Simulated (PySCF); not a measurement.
Si(Me)(vinyl)(OH)2 (C3H8O2Si), SMILES C=C[Si](C)(O)O. Atoms are numbered in the order given.

```xyz
14

C      2.4557    -0.3113     0.1274
C      1.2618    -0.8937    -0.1087
Si    -0.3637     0.0480    -0.0368
C     -1.6776    -0.9114     0.8855
O     -0.9903     0.3137    -1.5697
O     -0.0610     1.5729     0.6232
H      2.5235     0.7602     0.3884
H      3.4119    -0.8607     0.0686
H      1.2513    -1.9688    -0.3733
H     -2.6406    -0.3626     0.8737
H     -1.3875    -1.0836     1.9419
H     -1.8403    -1.9017     0.4133
H     -0.3817     0.7850    -2.1650
H      0.3269     1.5658     1.5149
```

The structure is a stationary point at PBE-D3(BJ)/def2-SVP. Other conformers were not sampled.

Method: PBE-D3(BJ)/def2-SVP (PySCF).

Frequencies are harmonic and unscaled.

```tsv
mode	ν (cm⁻¹)	IR (km/mol)	moving atoms (share of kinetic energy)
1	78	7.2	C 49 %, H 40 %, O 8 %
2	116	12.9	H 81 %, C 11 %
3	132	12.1	H 81 %, C 11 %
4	165	3.1	O 36 %, H 29 %, C 28 %
5	211	35.3	H 46 %, C 29 %, O 24 %
6	229	16.2	O 37 %, H 35 %, C 18 %, Si 9 %
7	254	68.5	H 74 %, O 11 %, C 8 %
8	270	10.2	H 40 %, O 30 %, C 19 %, Si 11 %
9	331	61.6	O 55 %, H 29 %, Si 9 %
10	393	31.7	C 44 %, H 20 %, Si 19 %, O 16 %
11	529	40.5	H 59 %, C 36 %
12	607	1.8	C 54 %, H 23 %, O 18 %
13	694	41.9	H 37 %, C 33 %, Si 21 %, O 8 %
14	730	26.1	H 74 %, C 18 %
15	759	72.1	H 50 %, C 19 %, O 17 %, Si 14 %
16	775	138.2	H 64 %, O 31 %
17	830	247.9	H 39 %, Si 27 %, O 25 %, C 9 %
18	875	139.5	H 51 %, Si 27 %, O 19 %
19	921	89.6	Si 43 %, O 29 %, H 25 %
20	952	28.0	H 72 %, C 28 %
21	969	24.0	H 79 %, C 16 %
22	1015	13.0	H 93 %
23	1222	37.8	H 76 %, C 23 %
24	1230	2.3	H 72 %, C 28 %
25	1365	16.3	H 85 %, C 15 %
26	1378	3.3	H 96 %
27	1380	2.5	H 96 %
28	1617	11.1	C 87 %, H 13 %
29	2978	1.2	H 97 %
30	3040	19.4	H 95 %
31	3058	4.7	H 92 %, C 8 %
32	3076	4.7	H 91 %, C 9 %
33	3084	2.5	H 91 %, C 9 %
34	3134	10.8	H 89 %, C 11 %
35	3763	56.5	H 94 %
36	3770	51.5	H 94 %
```
